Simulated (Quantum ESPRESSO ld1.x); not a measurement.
Results of a calculation; reference values are marked as such.
Problem. Species: In19+. Configuration: [Ar] 3d10 4s1 6p1 (not the ground configuration). Level of theory: Dirac Kohn-Sham, PBEsol, spin-unpolarised, spherical densities, point nucleus; open shells are shared between the two j in proportion to 2j + 1 (ld1.x of Quantum ESPRESSO 7.5).

Spin-orbit splittings of the eigenvalues, e(l+1/2) - e(l-1/2), with zeta = 2 splitting/(2l+1) and mean radii in bohr:

shell  occ.  splitting (eV)  zeta (eV)  <r> j=l-1/2  <r> j=l+1/2
2p        6           211.4      140.9       0.1083       0.1136
3p        6               ?          ?       0.3340       0.3445
3d       10           8.250      3.300       0.3137       0.3169
6p        1           2.378      1.586        2.032        2.056

Estimate the 3p splitting.

Solution. 39.45 eV (zeta = 26.30 eV).
